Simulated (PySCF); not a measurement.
## How methods differ on the ionisation energy of I

I [Kr] 4d10 5s2 5p5 (2P) → I⁺ [Kr] 4d10 5s2 5p4 (3P), as a difference of total energies. Calculation: PySCF 2.14, in aug-cc-pVQZ-PP with ECP28MDF (7s7p5d3f2g, 92 functions); scalar relativity through the core potential. Correlated levels: valence: 4s2 4p6 4d10 frozen. The calculations carry no spin-orbit coupling.

```
           method  ionisation energy (eV)  error (eV)
              UHF                   9.537      -0.982
              LDA                  10.789      +0.270
              PBE                  10.501      -0.018
             PBE0                  10.524      +0.005
           r2SCAN                  10.530      +0.011
            B3LYP                  10.627      +0.108
             BP86                  10.658      +0.139
          r2SCANh                  10.535      +0.016
          r2SCAN0                  10.541      +0.022
    MP2 (valence)                  10.389      -0.130
SCS-MP2 (valence)                  10.408      -0.111
```

Reference: 10.519 eV (measured; NIST levels, between the centres of gravity of the two terms).

Errors of the correlated levels include the incompleteness of this basis and the frozen core.
